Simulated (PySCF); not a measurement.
Input of a run (PBE0-D3(BJ)/def2-SVP geometry optimisation, gas phase (PySCF 2.14.0)), started from GFN2-xTB:
```
{"job": {"xc": "PBE0", "basis": "def2-SVP", "d3": "d3bj", "grid": 1, "shake": 0.01, "kind": "geom"}, "charge": 0, "multiplicity": 1}
N     -2.928910    -0.190310    -0.919000
C     -2.263850     0.614270     0.085990
C     -0.805470     0.307490     0.095140
C     -0.114090    -0.120160    -1.058350
C      1.201230    -0.407400    -1.058530
C      1.943060    -0.243370     0.120480
C      3.390920    -0.544400     0.146340
O      4.118270    -0.429070     1.100950
C      1.305040     0.196830     1.302650
C     -0.046800     0.463040     1.281600
H     -3.938960     0.085140    -0.949060
H     -2.883040    -1.152200    -0.694860
H     -2.691840     0.492150     1.096000
H     -2.402910     1.678970    -0.166550
H     -0.737330    -0.247370    -1.953460
H      1.693350    -0.723560    -1.943200
H      3.783090    -0.878220    -0.830990
H      1.883210     0.309940     2.189220
H     -0.535690     0.795270     2.176380
```

Output (energies in Eh, forces in Eh/bohr):
```
step   0  E = -439.41841137  max force = 0.059912
step   1  E = -439.42412972  max force = 0.010666
step   2  E = -439.42437426  max force = 0.008330
step   3  E = -439.42545345  max force = 0.004920
step   4  E = -439.42557708  max force = 0.002873
step   5  E = -439.42562665  max force = 0.003078
step   6  E = -439.42573850  max force = 0.001754
step   7  E = -439.42568694  max force = 0.002955
step   8  E = -439.42578546  max force = 0.000707
step   9  E = -439.42580620  max force = 0.000674
step  10  E = -439.42582378  max force = 0.000770
step  11  E = -439.42583470  max force = 0.000534
step  12  E = -439.42583734  max force = 0.000119
optimisation converged
```

Q: Summarise the run.

A: The energy falls by 0.202 eV over 13 energy and gradient evaluations, the largest force component goes from 0.0599 to 1.2e-04 Eh/bohr, and the atoms move by 0.078 Å rms after alignment. The bond that changes most is C4–C5 (both ends aromatic CH carbon), which lengthens by 0.045 Å. Bonds longer at the end by more than 0.005 Å: 9 of 19; shorter: 6. Among the angles that change most is C3–C4–H15, from 115.0° to 118.3°. The energy rose by more than 1e-6 Eh at step 7. The first step brought 77 % of the lowering.

Q: What are the final bond lengths?

A: N1–C2 1.445 Å, C2–C3 1.509 Å, C3–C4 1.398 Å, C4–C5 1.391 Å, C5–C6 1.398 Å, C6–C7 1.476 Å, C7=O8 1.206 Å, C6–C9 1.401 Å, C9–C10 1.386 Å, C3–C10 1.403 Å, N1–H11 1.016 Å, N1–H12 1.018 Å, C2–H13 1.110 Å, C2–H14 1.105 Å, C4–H15 1.092 Å, C5–H16 1.095 Å, C7–H17 1.121 Å, C9–H18 1.093 Å, C10–H19 1.094 Å. Numbering counts from 1 in the input's order; the species is `NCc1ccc(C=O)cc1`.

The run used 185 basis functions and 95 SCF cycles in all. On one thread of an Arm Neoverse V1, on a shared host, this took 4.1 min and 0.90 GiB of memory at its peak.

No frequency check. One conformer, not necessarily the lowest.

The values belong to the conformer `[NH2:1][CH2:2][c:3]1[cH:4][cH:5][c:6]([CH:7]=[O:8])[cH:9][cH:10]1`: N1–C2–C3–C4 24°, C5–C6–C7–O8 180°, H–N1–C2–C3 -171°, H–N1–C2–C3 71°.
